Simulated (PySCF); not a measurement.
From one molecule to another.

First species: C4H4F4O2.
Z-matrix (Å and degrees, GFN2-xTB geometry), rows numbered from 1:
```
F 
C   1  1.3646
C   2  1.5275  1  109.81
C   3  1.5379  2  109.19  1   -73.20
F   4  1.3502  3  110.35  2   113.30
O   4  1.4151  3  111.86  2    -3.57
C   6  1.3430  4  114.33  3   -46.87
F   7  1.3712  6  109.87  4   -67.04
F   7  1.3322  6  107.96  4   179.01
O   7  1.3621  6  116.81  4    54.94
H   2  1.0966  1  106.85  3   122.98
H   3  1.0887  2  108.99  1   165.50
H   3  1.0906  2  109.06  1    45.53
H   4  1.1024  3  112.51  2  -127.45
```

Second species: C₄H₄F₄O₂.
Cartesian coordinates in Å at the GFN2-xTB level; atoms count from 1:
```
atom  x, y, z in Å
C1     1.7039   -0.9786    0.4326
O2     0.3299   -0.6533    0.3608
C3    -0.0084    0.5589   -0.1096
C4     0.8055    1.5172   -0.5472
F5     0.3185    2.6840   -0.9994
O6    -1.3776    0.7864   -0.1026
C7    -2.1989   -0.2549    0.0073
F8    -3.4401    0.1766   -0.1765
F9    -2.1693   -0.8502    1.2041
F10   -1.9770   -1.2149   -0.8979
H11    1.7387   -1.9810    0.8538
H12    2.1584   -0.9769   -0.5609
H13    2.2365   -0.2825    1.0847
H14    1.8791    1.4687   -0.5713
```

Levels: B3LYP/def2-SVPD for HOMO energy, LUMO energy, HOMO–LUMO gap and static isotropic polarisability; TDDFT B3LYP/def2-SVPD for lowest singlet excitation; TDA B3LYP/def2-SVPD for lowest triplet excitation (Tamm–Dancoff). Geometries: GFN2-xTB. All species are isolated and taken at one optimised geometry, non-relativistic unless stated. Electronic properties by PySCF.

Dipoles, sizes and rotational constants follow the conformer. The torsions of the flexible species, by atom-mapped SMILES:
- `[CH3:1][O:2]/[C:3](=[CH:4]/[F:5])[O:6][C:7]([F:8])([F:9])[F:10]`: C1–O2–C3–C4 1°, O2–C3–O6–C7 -17°, C3–O6–C7–F8 -172°

The conformers of `F[C@@H]1C[C@H](F)OC(F)(F)O1` aren't listed.

```
                                property  column X  column Y
                             HOMO energy  -6.91 eV  -9.22 eV
                             LUMO energy   0.05 eV  -0.06 eV
                           HOMO–LUMO gap   6.96 eV   9.16 eV
               lowest singlet excitation   6.00 eV   8.25 eV
lowest triplet excitation (Tamm–Dancoff)   4.46 eV   8.07 eV
         static isotropic polarisability   62.6 au   56.7 au
```

Which column belongs to which species?

Column X is the second species and column Y the first. The first has 14 atoms and 80 electrons, the second 14 and 80.

How does each property change from the first species to the second?

HOMO energy +2.31 eV; LUMO energy +0.11 eV; HOMO–LUMO gap -2.20 eV; lowest singlet excitation -2.25 eV; lowest triplet excitation (Tamm–Dancoff) -3.61 eV; static isotropic polarisability +5.9 au.

On the first: No computed singlet falls in the visible range (750 to 380 nm, 1.65 to 3.26 eV); S1 lies 4.99 eV above its blue end. The 8 singlets span 8.25 to 9.81 eV, and their oscillator strengths add up to 0.10. GFN2-xTB frequencies show an imaginary mode (35i cm⁻¹), so this geometry is no minimum at that level.

On the second: In wavenumbers S1 is 48400 cm⁻¹ (1 eV = 8065.54 cm⁻¹). The polarisability is 9.28 Å³ as a volume (1 au = 0.148185 Å³), or 0.78 au for each of the 80 electrons.
